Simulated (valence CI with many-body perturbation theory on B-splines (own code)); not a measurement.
**Level structure of Sb XXXVIII**

Method: valence CI with perturbative core correlation (CI+MBPT): four valence electrons over a frozen Dirac-Fock core [Ne], radial functions for each j: 11 s, 11 p, 10 d, 8 f, 5 g, 2 h, with the one-electron correlation potential Σ1 (screened to all orders), the two-electron term Σ2, the three-electron term Σ3, Breit, model QED; selected single and double excitations, second order for the rest, scaled by the run's own slope (own B-spline code, finite nucleus).

No measured spectrum was set against this ion. As an estimate, large intervals hold to a few tenths of a per cent, small ones and those within an open d or f shell to about a per cent. Among the levels kept, up to 680 cm⁻¹ of a level comes from second order outside the variational space, and about a tenth of that is noise between levels of different J, which matters for small intervals.

Levels 1 to 45 of 175, with energies above the lowest level, (3s^2 3p1/2^2) J=0. "Leading %" is the weight of the configuration and term that name the level; weights of strongly mixed levels are sums over their largest components and can fall short. In the jj column 3d3/2^4 stands for four electrons in 3d with j = 3/2. Lifetimes count E1, E2, E3, M1 and M2 decay at the calculated energies, and are blank where another channel may lead or the interval is too uncertain; long ones can be off by a factor of two.

```csv
No.,Configuration,Term,J,E (eV),Leading %,g,Lifetime,Leading jj
1,3s2 3p2,3P,0,0.00,73,,,3s^2 3p1/2^2 (98 %)
2,3s2 3p2,3P,1,55.34,99,1.496,846 ns,3s^2 3p1/2 3p3/2 (99 %)
3,3s2 3p2,1D,2,61.26,58,1.198,223 μs,3s^2 3p1/2 3p3/2 (98 %)
4,3s2 3p2,3P,2,120.88,58,1.292,441 ns,3s^2 3p3/2^2 (97 %)
5,3s2 3p2,1S,0,133.93,72,,282 ns,3s^2 3p3/2^2 (97 %)
6,3s 3p3,5S°,2,148.28,44,1.653,148 ps,3s 3p1/2^2 3p3/2 (90 %)
7,3s 3p3,3D°,1,166.83,44,0.938,14.2 ps,3s 3p1/2^2 3p3/2 (80 %)
8,3s2 3p 3d,3F°,2,191.36,68,0.783,2.14 ns,3s^2 3p1/2 3d3/2 (94 %)
9,3s 3p3,5S°,2,196.51,37,1.490,563 ps,3s 3p1/2 3p3/2^2 (74 %)
10,3s 3p3,3D°,3,205.91,61,1.275,458 ps,3s 3p1/2 3p3/2^2 (61 %)
11,3s2 3p 3d,3D°,1,215.39,50,0.966,2.36 ps,3s^2 3p1/2 3d3/2 (72 %)
12,3s 3p3,3P°,0,221.71,89,,17.3 ps,3s 3p1/2 3p3/2^2 (89 %)
13,3s2 3p 3d,3P°,2,222.15,28,1.151,9.18 ps,3s^2 3p1/2 3d5/2 (55 %)
14,3s2 3p 3d,3F°,3,222.72,56,1.155,15.0 ps,3s^2 3p1/2 3d5/2 (57 %)
15,3s 3p3,3P°,1,229.21,40,1.212,7.99 ps,3s 3p1/2 3p3/2^2 (72 %)
16,3s 3p3,1D°,2,234.38,44,1.193,4.66 ps,3s 3p1/2 3p3/2^2 (55 %)
17,3s 3p3,3S°,1,239.60,39,1.376,2.94 ps,3s 3p1/2 3p3/2^2 (87 %)
18,3s2 3p 3d,3P°,2,264.81,31,1.316,1.57 ns,3s^2 3p3/2 3d5/2 (62 %)
19,3s2 3p 3d,3F°,4,269.02,98,1.245,989 ns,3s^2 3p3/2 3d5/2 (98 %)
20,3s2 3p 3d,3D°,2,271.08,45,1.068,2.17 ps,3s^2 3p3/2 3d3/2 (75 %)
21,3s2 3p 3d,3P°,1,271.18,46,1.155,2.66 ps,3s^2 3p3/2 3d3/2 (81 %)
22,3s2 3p 3d,3D°,3,271.80,39,1.168,3.33 ps,3s^2 3p3/2 3d3/2 (76 %)
23,3s2 3p 3d,3P°,0,272.86,89,,3.04 ps,3s^2 3p3/2 3d3/2 (89 %)
24,3s 3p2 3d,5F,1,286.35,58,0.334,74.2 ps,3s 3p1/2^2 3d3/2 (89 %)
25,3s 3p2 3d,5F,2,289.56,33,1.192,80.0 ps,3s 3p1/2^2 3d3/2 (81 %)
26,3s2 3p 3d,1F°,3,293.23,58,1.132,4.40 ps,3s^2 3p3/2 3d5/2 (82 %)
27,3s2 3p 3d,1P°,1,294.15,49,1.218,5.86 ps,3s^2 3p3/2 3d5/2 (74 %)
28,3s 3p3,3P°,2,298.06,30,1.304,3.36 ps,3s 3p3/2^3 (57 %)
29,3s 3p2 3d,5D,3,306.45,30,1.378,24.3 ps,3s 3p1/2^2 3d5/2 (83 %)
30,3p4,3P,2,310.95,19,1.168,21.6 ps,3s 3p1/2^2 3d5/2 (53 %)
31,3s 3p3,1P°,1,313.02,37,1.100,2.25 ps,3s 3p3/2^3 (68 %)
32,3s 3p2 3d,3F,2,329.57,42,1.001,16.0 ps,3s 3p1/2 3p3/2 3d3/2 (51 %)
33,3s 3p2 3d,5D,0,331.47,54,,32.8 ps,3s 3p1/2 3p3/2 3d3/2 (73 %)
34,3s 3p2 3d,5D,1,333.79,59,1.238,112 ps,3s 3p1/2 3p3/2 3d3/2 (95 %)
35,3s 3p2 3d,5F,3,336.40,47,1.197,65.8 ps,3s 3p1/2 3p3/2 3d3/2 (85 %)
36,3s 3p2 3d,5F,2,337.46,29,1.213,8.79 ps,3s 3p1/2 3p3/2 3d3/2 (52 %)
37,3s 3p2 3d,5D,0,338.57,35,,9.12 ps,3p1/2^2 3p3/2^2 (50 %)
38,3s 3p2 3d,5F,4,343.22,69,1.280,297 ps,3s 3p1/2 3p3/2 3d3/2 (50 %)
39,3s 3p2 3d,5D,4,346.51,54,1.370,548 ps,3s 3p1/2 3p3/2 3d5/2 (72 %)
40,3s 3p2 3d,3F,2,353.90,59,0.951,8.57 ps,3s 3p1/2 3p3/2 3d3/2 (49 %)
41,3s 3p2 3d,5P,3,354.15,50,1.422,5.23 ps,3s 3p1/2 3p3/2 3d5/2 (48 %)
42,3s 3p2 3d,5F,5,357.49,61,1.317,176 ps,3s 3p1/2 3p3/2 3d5/2 (92 %)
43,3s 3p2 3d,3P,2,357.99,36,1.340,9.56 ps,3s 3p1/2 3p3/2 3d5/2 (47 %)
44,3s 3p2 3d,3P,1,359.35,36,1.241,11.6 ps,3s 3p1/2 3p3/2 3d5/2 (61 %)
45,3s 3p2 3d,3D,2,359.93,25,1.419,3.56 ps,3s 3p1/2 3p3/2 3d3/2 (64 %)
```

The ionisation energy to 3s2 3p 2P°_1/2 of the next ion comes out as 2569.6 eV (NIST: 2567 ± 4 eV (theoretical)). All 175 levels together are meant to be complete up to 575.51 eV.
